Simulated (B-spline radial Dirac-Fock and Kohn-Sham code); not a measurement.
# Auger parameter of bismuth: the L3 level and its strongest L3-MM line

Model: Dirac-Fock ΔSCF + Breit + QED. Program: an atomic code on a B-spline grid. The modified Auger parameter α′ is the binding energy plus the kinetic energy of the Auger electron; it does not depend on the energy zero. For free ions it tends to fall with charge, since less charge screens the final holes.

| species | configuration | binding 2p3/2 (eV) | Auger line | kinetic (eV) | α′ (eV) |
| --- | --- | --- | --- | --- | --- |
| Bi | [Xe] 4f14 5d10 6s2 6p3 | 13426.5 | M3M3 J=2 | 6978.4 | 20404.9 |
| Bi⁺ | [Xe] 4f14 5d10 6s2 6p2 | 13435.6 | M3M3 J=2 | 6967.9 | 20403.5 |
| Bi⁺ (Watson 2.2 Å) | [Xe] 4f14 5d10 6s2 6p2 | 13429.2 | M3M3 J=2 | 6974.4 | 20403.6 |
| Bi²⁺ | [Xe] 4f14 5d10 6s2 6p1 | 13445.8 | M3M3 J=2 | 6956.6 | 20402.3 |
| Bi²⁺ (Watson 1.8 Å) | [Xe] 4f14 5d10 6s2 6p1 | 13430.2 | M3M3 J=2 | 6972.4 | 20402.6 |
| Bi²⁺ (Watson 2.2 Å) | [Xe] 4f14 5d10 6s2 6p1 | 13432.8 | M3M3 J=2 | 6969.7 | 20402.4 |
| Bi³⁺ | [Xe] 4f14 5d10 6s2 | 13456.9 | M3M3 J=2 | 6944.5 | 20401.4 |
| Bi³⁺ | [Xe] 4f14 5d9 6s2 6p1 | 13464.4 | M3M3 J=2 | 6936.8 | 20401.2 |
| Bi³⁺ (Watson 1.8 Å) | [Xe] 4f14 5d10 6s2 | 13433.0 | M3M3 J=2 | 6968.4 | 20401.4 |
| Bi⁴⁺ | [Xe] 4f14 5d10 6s1 | 13470.4 | M3M3 J=2 | 6930.1 | 20400.5 |
| Bi⁴⁺ (Watson 2.7 Å) | [Xe] 4f14 5d10 6s1 | 13449.1 | M3M3 J=2 | 6951.4 | 20400.5 |
| Bi⁴⁺ (Watson 3 Å) | [Xe] 4f14 5d10 6s1 | 13451.2 | M3M3 J=2 | 6949.3 | 20400.5 |
| Bi⁵⁺ | [Xe] 4f14 5d10 | 13484.7 | M3M3 J=2 | 6915.0 | 20399.7 |
| Bi⁵⁺ (Watson 1.8 Å) | [Xe] 4f14 5d10 | 13444.7 | M3M3 J=2 | 6955.0 | 20399.7 |
| Bi⁶⁺ | [Xe] 4f14 5d9 | 13506.1 | M3M3 J=2 | 6892.9 | 20398.9 |
| Bi⁷⁺ | [Xe] 4f14 5d8 | 13528.5 | M3M3 J=2 | 6869.9 | 20398.3 |

Values without a named source are computed, but for edge energies of neutral atoms, which are taken from tables.
